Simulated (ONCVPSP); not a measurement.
Building the ONCV potential for Ba (PBE, scalar-relativistic).

Ba, optimised norm-conserving Vanderbilt (ONCV), made with ONCVPSP 4.0.1 (PBE, scalar-relativistic). Core [Kr] 4d10, reference 5s2 5p6 6s2. Waves: 5s+6s: rc 3.05 bohr, ncon 4, nbas 7, qcut 4.6 1/bohr, 2 projectors; 5p: rc 2.45 bohr, ncon 3, nbas 6, qcut 6.4 1/bohr, 2 projectors, debl 2.7 Ha; d scattering state at 0.19 Ha: rc 2.35 bohr, ncon 4, nbas 8, qcut 4.7 1/bohr, 3 projectors, debl 3 Ha. Local part: polynomial inside 2.15 bohr (lpopt 5, dvloc0 0 Ha). Core correction: Teter function, fcfact 2.25, rcfact 1.7.

In the d channel the program set the typed energies aside and used 0.050, 3.050, 6.050 Ha.

All-electron outer shells of the reference configuration (PBE, scalar-relativistic, ld1.x):

| shell | level (eV) | outermost node (bohr) | outermost maximum (bohr) |
| --- | --- | --- | --- |
| 5s | -33.67 | 0.80 | 1.47 |
| 5p | -18.74 | 0.86 | 1.67 |
| 6s | -3.23 | 1.97 | 4.16 |

Problem. Does the generator finish with these settings?

Solution. Yes, a potential is produced and its reference levels are reproduced.

Problem. Estimate the cutoffs (Ha) at which the residual kinetic energy of the hardest occupied pseudo-wave falls to 1 and 0.1 mHa per electron.

Solution. 11 Ha and 14 Ha.

Problem. What does a ghost test show?

Solution. No bound ghost flagged; no localised positive-energy state flagged.

Problem. Which valence shell sets the plane-wave cutoff?

Solution. 5p: 11 Ha for 1 mHa per electron, against 5 Ha for 5s.

Problem. Tests: 5s2 5p6 6s1; 5s2 5p6 6s0; 5s2 5p6 6s1.5; 5s2 5p6 6s0 6p2. Which has the largest error in its energy relative to the reference configuration, and how large is it?

Solution. 5s2 5p6 6s0, with -17 meV (all-electron minus pseudo) on +15.34 eV.
